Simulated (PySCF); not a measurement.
Work out the structure from these simulated measurements.

Elements present: C, F, H, O and P. Monoisotopic mass: 122.0297 u.

* Valence photoelectron: vertical ionisation energy: 8.93 eV [ΔSCF CAM-B3LYP/def2-SVPD]
* Rotational structure: rotational constants A, B, C: 3.566, 1.353, 1.165 GHz [PBE0-D3(BJ)/def2-SVP]
* Polarisability: 82.8 au [CAM-B3LYP/def2-SVPD]
* UV, strongest line: among the 10 lowest singlet transitions: S2 at 5.07 eV (245 nm, f = 0.233) [TDDFT CAM-B3LYP/def2-SVPD]
* Triplet: lowest triplet excitation (Tamm–Dancoff): 2.51 eV [TDA CAM-B3LYP/def2-SVPD]
* 13C NMR: chemical shifts (computed TMS as zero) by class: 225.3 (1 C), 70.9 (1 C), 57.6 (1 C), 26.4 (1 C) ppm [GIAO KT2/pcSseg-1]

The electronic properties come from PySCF, for the isolated species, density fitting. Levels stand in brackets. NMR shifts are as computed; neighbouring signals can stand in another order in a measured spectrum. One conformer (not necessarily the lowest) at the PBE0-D3(BJ)/def2-SVP geometry, without solvent, vibrations or thermal averaging. Each NMR value is the plain mean over a class of atoms that symmetry, rotation or inversion makes alike.

**Question.** Which formula fits the mass and the elements?

**Answer.** C4H8FOP (calculated 122.0297). No other formula that holds each of these elements comes within 0.0003 u with a fitting electron parity and a possible valence count.

**Question.** What is the compound? Reason from the data.

**Answer.** Numbering: `[CH3:1][O:2][CH2:3]/[P:4]=[C:5](\[CH3:6])[F:7]`. 4 carbons fall into 4 classes; from least to most shielded: carbon bonded to C, F and P [C5] (225.3 ppm), sp3 carbon bound to oxygen [C3] (70.9 ppm), methoxy carbon [C1] (57.6 ppm), methyl carbon [C6] (26.4 ppm). The first electron is taken from the HOMO, whose largest Löwdin shares are 0.39 on the phosphorus bonded to 2 C, 0.32 on the carbon bonded to C, F and P, 0.10 on the fluorine bonded to C and 0.06 on the sp3 carbon bound to oxygen. The optimised geometry has point group C1 and is an asymmetric top. Structure: `COC/P=C(\C)F`. The assignments are read from this structure; whether some other isomer fits the data as well wasn't checked.

The values belong to the conformer `[CH3:1][O:2][CH2:3]/[P:4]=[C:5](\[CH3:6])[F:7]`: C1–O2–C3–P4 -66°, O2–C3–P4–C5 -56°.
